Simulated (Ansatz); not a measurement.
Cost and result for the atomization energy of `C#C[SiH2][SiH2]C` (13 atoms, 12 bonds).

```json
{"atom": "C1", "x (Å)": "-2.0918", "y (Å)": "-1.6806", "z (Å)": "-1.3543"}
{"atom": "C2", "x (Å)": "-1.7157", "y (Å)": "-1.1419", "z (Å)": "-0.3420"}
{"atom": "Si3", "x (Å)": "-1.0622", "y (Å)": "-0.3122", "z (Å)": "1.1493"}
{"atom": "Si4", "x (Å)": "1.1859", "y (Å)": "0.2139", "z (Å)": "0.7557"}
{"atom": "C5", "x (Å)": "1.3608", "y (Å)": "1.2151", "z (Å)": "-0.8194"}
{"atom": "H6", "x (Å)": "-2.4327", "y (Å)": "-2.1593", "z (Å)": "-2.2436"}
{"atom": "H7", "x (Å)": "-1.8689", "y (Å)": "0.9147", "z (Å)": "1.3903"}
{"atom": "H8", "x (Å)": "-1.2280", "y (Å)": "-1.2203", "z (Å)": "2.3147"}
{"atom": "H9", "x (Å)": "1.9530", "y (Å)": "-1.0592", "z (Å)": "0.6552"}
{"atom": "H10", "x (Å)": "1.7154", "y (Å)": "0.9715", "z (Å)": "1.9256"}
{"atom": "H11", "x (Å)": "0.9480", "y (Å)": "0.6632", "z (Å)": "-1.6664"}
{"atom": "H12", "x (Å)": "0.8255", "y (Å)": "2.1635", "z (Å)": "-0.7378"}
{"atom": "H13", "x (Å)": "2.4109", "y (Å)": "1.4315", "z (Å)": "-1.0274"}
```

Charge 0, multiplicity 1. All single points use the PBE0-D4/def2-TZVP geometry. It is one conformer, not always the lowest. Program: Ansatz. All runs use 4 threads of an AMD EPYC 7B13 on a shared host. Times are those of one run each, without the atoms' runs, and a repeat can differ threefold. Electronic energies, without spin–orbit coupling; frozen cores. CCSD(T)/CBS adds CCSD(T) − MP2 in def2-TZVPP to the MP2 limit, and its time is that of the two runs behind it. T1 = 0.012. B3LYP takes the VWN-RPA correlation (the form of Gaussian; ORCA's B3LYP/G).

CCSD(T)/CBS is a level of theory with its own doubt, some kJ/mol a heavy atom from the limit and from the frozen cores, so smaller differences don't rank the functionals.

```csv
level,functions,wall time
PBE-D4/def2-TZVPP (with forces),289,2.6 s
PBE0-D4/def2-TZVPP,289,3.7 s
r2SCAN-D4/def2-TZVPP (with forces),289,4.6 s
B3LYP-D4/def2-TZVPP (with forces),289,6 s
B2PLYP/def2-TZVPP,289,6.5 s
ωB97X-V/def2-TZVPP,289,8 s
ωB97M-V/def2-TZVPP (with forces),289,11 s
MP2/def2-QZVPP,551,27 s
CCSD(T)/def2-TZVPP,289,2.6 min
CCSD(T)/CBS(def2),–,3.1 min
```

(1) What atomization energy does each give, and how far from CCSD(T)/CBS? (An estimate is asked.)

Answers

(1) The calculation gave: 
| level | atomization (kJ/mol) | difference from CCSD(T)/CBS | per bond |
| --- | --- | --- | --- |
| PBE-D4/def2-TZVPP (with forces) | 4808.3 | 46.2 | 3.9 |
| PBE0-D4/def2-TZVPP | 4757.5 | -4.6 | -0.4 |
| r2SCAN-D4/def2-TZVPP (with forces) | 4767.7 | 5.6 | 0.5 |
| B3LYP-D4/def2-TZVPP (with forces) | 4762.3 | 0.2 | 0.0 |
| B2PLYP/def2-TZVPP | 4712.6 | -49.5 | -4.1 |
| ωB97X-V/def2-TZVPP | 4774.4 | 12.3 | 1.0 |
| ωB97M-V/def2-TZVPP (with forces) | 4766.1 | 4.0 | 0.3 |
| MP2/def2-QZVPP | 4755.0 | -7.1 | -0.6 |
| CCSD(T)/def2-TZVPP | 4647.0 | -115.1 | -9.6 |
| CCSD(T)/CBS(def2) | 4762.1 | 0.0 | 0.0 |

The D4 term adds +45.6 kJ/mol with B3LYP and +24.4 kJ/mol with PBE0; it sums over pairs of atoms, weighted by their polarisabilities, and B3LYP, whose exchange is more repulsive, gets the larger term. In def2-TZVPP, CCSD(T) changes the Hartree–Fock value by +1055.5 kJ/mol (the triples alone add +63.1 kJ/mol) and MP2 by +1095.5 kJ/mol; breaking electron pairs costs correlation energy, which Hartree–Fock lacks. From PBE to PBE0 (25 % exact exchange), in def2-TZVPP and without D4, the atomization energy moves by −46.8 kJ/mol: exact exchange takes away binding that semilocal exchange gives to molecules.
